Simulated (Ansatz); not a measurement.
C3H6BN (`CNC1=CB1`), 11 atoms. Charge 0, multiplicity 1. All runs use 2 threads of an Arm Neoverse V2 on a shared host. Correlated methods freeze the cores.

(1) Give the basis size and wall time and peak host memory of each of these runs in Ansatz. RHF-CCSD(T)/def2-TZVPP energy; RKS ωB97M-V/def2-SVP energy; RKS PBE0-D4/def2-TZVP frequencies; direct RPA on PBE orbitals/def2-TZVPP energy; RHF-CCSD(T)/def2-SVP energy; RKS r2SCAN-D4/def2-TZVPP energy and forces; RKS r2SCANh-D4/def2-TZVPP energy; RKS LC-ωPBE/def2-TZVPP energy; RKS PBE0-D4/def2-TZVP relaxation (6 steps); RKS PBE0-D4/def2-QZVPP energy; RKS ωB97M-V/def2-QZVPP energy; RKS r2SCAN0-D4/def2-TZVPP energy. (Best estimate.)

Results:

(1) The calculation gave: Other jobs shared the machine, so times are rough.

```json
{"level": "RKS LC-ωPBE/def2-TZVPP", "job": "energy", "functions": "239", "wall time": "3.7 s", "peak host memory (GiB)": "0.37"}
{"level": "RKS ωB97M-V/def2-SVP", "job": "energy", "functions": "100", "wall time": "6.5 s", "peak host memory (GiB)": "0.26"}
{"level": "RKS r2SCAN0-D4/def2-TZVPP", "job": "energy", "functions": "239", "wall time": "7 s", "peak host memory (GiB)": "0.48"}
{"level": "RKS r2SCANh-D4/def2-TZVPP", "job": "energy", "functions": "239", "wall time": "7 s", "peak host memory (GiB)": "0.47"}
{"level": "RKS r2SCAN-D4/def2-TZVPP", "job": "energy and forces", "functions": "239", "wall time": "7.5 s", "peak host memory (GiB)": "0.28"}
{"level": "RHF-CCSD(T)/def2-SVP", "job": "energy", "functions": "100", "wall time": "7.5 s", "peak host memory (GiB)": "0.44"}
{"level": "direct RPA on PBE orbitals/def2-TZVPP", "job": "energy", "functions": "239", "wall time": "8.5 s", "peak host memory (GiB)": "0.55"}
{"level": "RKS PBE0-D4/def2-QZVPP", "job": "energy", "functions": "465", "wall time": "12 s", "peak host memory (GiB)": "1.2"}
{"level": "RKS ωB97M-V/def2-QZVPP", "job": "energy", "functions": "465", "wall time": "29 s", "peak host memory (GiB)": "1.5"}
{"level": "RKS PBE0-D4/def2-TZVP", "job": "relaxation (6 steps)", "functions": "191", "wall time": "31 s", "peak host memory (GiB)": "0.44"}
{"level": "RKS PBE0-D4/def2-TZVP", "job": "frequencies", "functions": "191", "wall time": "3.7 min", "peak host memory (GiB)": "0.43"}
{"level": "RHF-CCSD(T)/def2-TZVPP", "job": "energy", "functions": "239", "wall time": "10 min", "peak host memory (GiB)": "2"}
```

LC-ωPBE has ω = 0.4 bohr⁻¹.
